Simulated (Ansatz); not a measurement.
`[BH2][AlH][BH]O` + H₂ → `[BH2][AlH2]` + `BO` at 600 K and 1 bar (hydrogenolysis of the Al–B bond).

Calculated with Ansatz (gas phase, PBE0-D4/def2-TZVP geometries, no zero-point term in ΔE). CBS: MP2 limit from def2 TZ/QZ plus the TZ coupled-cluster correction, frozen cores. This one scheme is used for every species. One conformer a species, not always the lowest.

```tsv
species	CCSD(T)/CBS energy (Eh)	H − E (kJ/mol)	S (J/(mol·K))
`[BH2][AlH][BH]O`	-369.74870	198.8	426.4
H₂	-1.17544	43.9	150.8
`[BH2][AlH2]`	-269.14094	122.4	316.9
`BO`	-101.80414	119.7	267.1
```

H − E and S are ideal-gas, rigid-rotor, harmonic terms from PBE0-D4/def2-TZVP, for one conformer and one mirror image of each species. For small species the MP2-based limit differs from directly extrapolated CCSD(T) by up to some mEh (0.8 for H₂); such offsets cancel only in part. 1 Eh = 2625.50 kJ/mol, R = 8.31446 J/(mol·K).

By hand: ΔE, ΔH, ΔS and ΔG.

ΔE = (-269.14094) + (-101.80414) − (-369.74870) − (-1.17544) = -0.02094 Eh = -55.0 kJ/mol. Δ(H − E) = 122.4 + 119.7 − 198.8 − 43.9 = -0.6, so ΔH = -55.6 kJ/mol. ΔS = 316.9 + 267.1 − 426.4 − 150.8 = 6.8 J/(mol·K). ΔG = -55.6 − 600 × (6.8)/1000 = -59.7 kJ/mol.

By hand: the equilibrium constant, and the temperature at which ΔG would vanish if ΔH and ΔS stayed fixed.

log₁₀ K = −ΔG/(RT ln 10) = 5.2. ΔH and −TΔS have one sign here, so there is no such temperature.

The number of gas molecules stays the same, so ΔS is small and ΔH decides. A doubt of 5 kJ/mol in ΔE shifts log₁₀ K by 0.4 here. Other conformers and mirror images would add mixing entropy, several J/(mol·K) or more a flexible species. These are equilibria of isolated gas molecules and say nothing of rates. Largest T1 diagnostic: 0.014 (customary marks: 0.02 for closed shells, 0.045 for open ones).

ΔS is within the doubt of such terms, so its sign, and with it that verdict, could turn.
